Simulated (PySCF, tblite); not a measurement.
A set of runs on `O=CC#C[Si@@H](Br)C[SiH3]`; the geometry of each is named by its level. Settings lines and outputs come from a driver script.

Compound: C₄H₇BrOSi₂.
Numbering: `[O:1]=[CH:2][C:3]#[C:4][Si@@H:5]([Br:6])[CH2:7][SiH3:8]` (hydrogens: H9 on C2; H10 on Si5; H11, H12 on C7; H13, H14, H15 on Si8)

Step 1: GFN2-xTB geometry optimisation, gas phase (tblite 0.8.0) (from a force-field or distance-geometry start)
```json
{"job": {"kind": "relax", "xc": "GFN2-xTB", "basis": "xTB"}, "charge": 0, "multiplicity": 1}
```
```
step      E/eV     max force
  0    -644.08508    4.430
  1    -644.21808    4.617
  2    -644.33684    0.827
...
 82    -644.50225    0.023
 83    -644.50232    0.026
 84    -644.50238    0.019
 85    -644.50241    0.019
 86    -644.50243    0.008
```

Energy lowered by 9.6 kcal/mol over 86 steps; largest atomic force 0.008 eV/Å at the end. «max force» is the largest atomic force in eV/Å.

On one thread of an Arm Neoverse N1 (shared host), this took 1.3 s.

Step 2: GFN2-xTB harmonic vibrations, gas phase (tblite 0.8.0) (on the GFN2-xTB geometry)
```json
{"job": {"kind": "ir", "xc": "GFN2-xTB", "basis": "xTB"}, "charge": 0, "multiplicity": 1}
```
```
(table of modes left out)
```

39 modes from 13 to 2980 cm⁻¹ (unscaled, harmonic); zero-point energy 55.2 kcal/mol; all wavenumbers are real at this level.

On one thread of an Arm Neoverse N1, shared host with 64 logical CPUs at a one-minute load of 50, this took 1.2 s of wall time.

Step 3: TDDFT B3LYP/def2-SVPD, vertical, gas phase, core orbitals frozen in the response (PySCF 2.14.0, density-fitted response routines) (on the GFN2-xTB geometry)
```json
{"job": {"kind": "uv", "xc": "B3LYP", "basis": "def2-SVPD", "nstates": 8, "ntriplets": 3}, "charge": 0, "multiplicity": 1}
```
```
...
Static polarisability (au): isotropic 129.646, principal 93.628 120.391 174.919
Singlet excitations
state   eV       nm        f      main configurations
  1   3.6100    343.4   0.00033   H->L 0.97
  2   4.3577    284.5   0.00134   H-1->L 0.61, H-3->L 0.27
  3   4.8649    254.9   0.01926   H-2->L 0.97
  4   5.0196    247.0   0.03456   H-3->L 0.51, H-1->L 0.35, H-4->L 0.10
  5   5.3604    231.3   0.11046   H-4->L 0.66, H-3->L 0.12, H-1->L+1 0.08
  6   5.9678    207.8   0.00031   H->L+1 0.95
  7   6.0878    203.7   0.00896   H-5->L 0.47, H-2->L+1 0.22, H-3->L+1 0.11
  8   6.1042    203.1   0.00361   H-5->L 0.36, H-2->L+1 0.32, H-3->L+1 0.10
Triplet excitations (Tamm-Dancoff, eV): 3.0478 3.7986 4.0957
```

HOMO -8.02 eV, LUMO -2.77 eV; lowest singlet 3.61 eV; lowest triplet 3.05 eV (Tamm–Dancoff); mean polarisability 129.6 au.

Time: 89 s wall (with the writing of density and orbital grids); peak memory 0.99 GiB. Hardware: one thread of an Arm Neoverse V1, shared host with 32 logical CPUs at a one-minute load of 25.

Geometry of the electronic-property runs (GFN2-xTB):
```
atom  x, y, z in Å
O1     4.1908    2.4122   -0.2952
C2     4.0124    1.2244   -0.2604
C3     2.7454    0.5746   -0.3885
C4     1.6708    0.0342   -0.5163
Si5    0.0202   -0.7993   -0.6525
Br6    0.1863   -2.6369    0.6056
C7    -1.3428    0.3012    0.0472
Si8   -3.1134   -0.4014   -0.1051
H9     4.8444    0.5044   -0.1236
H10   -0.1623   -1.2674   -2.0189
H11   -1.3007    1.2656   -0.4599
H12   -1.1346    0.5018    1.0999
H13   -4.0445    0.6043    0.4029
H14   -3.3666   -0.6681   -1.5241
H15   -3.2099   -1.6414    0.6611
```

 (This holds for the electronic-property runs.)

One conformer stands for the species.
